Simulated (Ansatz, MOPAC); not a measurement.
Species: C3H2F3 (charge 0, doublet). SMILES: [H]/[C]=C\C(F)(F)F

Atoms: H1, C2, C3, C4, F5, F6, F7, H8. Bonds: H1-C2, C2-C3, C3-C4, C3-H8, C4-F5, C4-F6, C4-F7.

Bond lengths (Å) and angles (degrees) optimised at PM6 with MOPAC; PM7 with MOPAC; HF/6-31G* with Ansatz (a quantum-chemistry and plane-wave program), each started from the B3LYP-D3(BJ)/def2-TZVP structure (Ansatz) of the last column. A row stands for all coordinates that are equal there; 11 of 14 kinds are shown. 6-31G* holds six Cartesian d functions.

```
coordinate    PM6    PM7  HF/6-31G*  B3LYP-D3(BJ)/def2-TZVP
----------  -----  -----  ---------  ----------------------
H1-C2       1.028  1.024      1.070                   1.077
C2-C3       1.320  1.319      1.326                   1.301
C3-C4       1.497  1.498      1.495                   1.502
C3-H8       1.098  1.095      1.079                   1.091
C4-F5       1.344  1.334      1.325                   1.351
C4-F7       1.342  1.333      1.319                   1.339
C2-C3-C4    123.2  122.0      123.0                   123.9
C3-C4-F5    113.8  113.6      111.0                   110.7
C3-C4-F7    116.1  114.9      112.6                   113.2
F5-C4-F6    103.9  104.6      106.7                   106.7
F5-C4-F7    103.9  104.5      107.6                   107.6
```

Mean signed difference of all 7 bond lengths from B3LYP-D3(BJ)/def2-TZVP: PM6 -0.005 Å, PM7 -0.011 Å, HF/6-31G* -0.010 Å.
